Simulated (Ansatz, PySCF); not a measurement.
Process, species as SMILES: CCCCCO + 5 [H][H] (H2) -> 5 C (CH4) + O (H2O)
Each molecule is optimised on its own at B3LYP-D3(BJ)/def2-TZVP (Ansatz, an electronic-structure program), one conformer each, not searched for the lowest. Frequencies are from Ansatz or PySCF.

Property: energy of full hydrogenation (enthalpy at 298 K, with B3LYP-D3(BJ) rigid-rotor harmonic-oscillator terms), in eV. Valence correlation only, unless marked. Spin-orbit coupling is left out. Non-relativistic. CBS marks a two-point X^-3 extrapolation of the correlation energy; Hartree-Fock from the larger set.

CCSD(T)/CBS(cc-pVTZ,cc-pVQZ) (Ansatz) gives -3.28 eV.

Task: Another calculation gave -3.47 eV. Which level was it?
A) PBE0/def2-TZVPD (Ansatz)
B) B3LYP/def2-TZVPD (Ansatz)
C) SVWN5/def2-TZVPD (Ansatz)
D) PBE-QIDH/def2-TZVPD (Ansatz)

Result: A, PBE0/def2-TZVPD (Ansatz). The others give -3.67 (B3LYP), -3.30 (PBE-QIDH), -2.98 (SVWN5) eV.
